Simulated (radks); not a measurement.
Species: Zn4+. Configuration: [Ar] 3d7 4s1 (not the ground configuration). Calculated with a radial shooting solver on a logarithmic mesh with Libxc functionals: scalar-relativistic Kohn-Sham, r2SCAN, spin-polarised, spherical densities, finite nucleus; open shells are filled with parallel spins first; meta-GGA in the generalised Kohn-Sham scheme; Fermi nuclear charge, rms radius 3.9283 fm.

X-ray form factor f0, the Fourier transform of the density (f0(0) = 26):

sin(theta)/lambda (1/angstrom)  f0 (electrons)
0.05                                    25.761
0.1                                     25.079
0.15                                    24.043
0.2                                     22.767
0.25                                    21.358
0.3                                     19.902
0.4                                     17.055
0.5                                     14.485
0.6                                     12.305
0.8                                      9.205
1                                        7.455
1.25                                     6.271
1.5                                      5.477
2                                        4.081
